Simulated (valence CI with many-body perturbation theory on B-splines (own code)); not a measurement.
## Mo20+ in brief

Calculated by valence CI with perturbative core correlation (CI+MBPT): four valence electrons over a frozen Dirac-Fock core [Ar], radial functions for each j: 7 s, 7 p, 8 d, 6 f, 4 g, 1 h, with the one-electron correlation potential Σ1 (screened to all orders), the two-electron term Σ2, the three-electron term Σ3, Breit, model QED; selected single and double excitations, second order for the rest, scaled by the run's own slope (own B-spline code, finite nucleus).

No measured levels were compared; by estimate terms of the open shell hold to 2 to 4 % of their energy, and close levels can change places. Only levels of the ground parity were solved; by the run's estimate the other parity begins above the list, which can be wrong where configurations are misplaced.

Names give the largest LS component (configuration and term), which can be under half, so a name can repeat, a term be missing and a line seem to break the LS rules; names also repeat where a configuration has a term twice.

Rates and lifetimes use the calculated energies. Strong lines usually hold to 10 to 20 %, long lifetimes can be off by a factor of two.

Q: What is the ground level?

A: 3d⁴ ⁵D_0, composition 78 % 3d⁴ ⁵D + 21 % 3d⁴ ³P.

Q: What is the ionisation energy?

A: 890.36 eV; NIST lists 890 ± 4 eV (theoretical).

Q: How well does LS coupling describe the low levels?

A: Among the lowest 20 levels the leading LS term, summed over configurations, holds 72 % on average. For single configurations the figures are 72 % in LS and 64 % in jj coupling. Terms mix most in the J = 4 level at 110730 cm⁻¹, where the leading one holds 34 %.

Q: How is the term ⁵D of the ground level split?

A: J = 0 at 0, J = 1 at 10188, J = 2 at 20813, J = 3 at 30409, J = 4 at 38494 cm⁻¹.
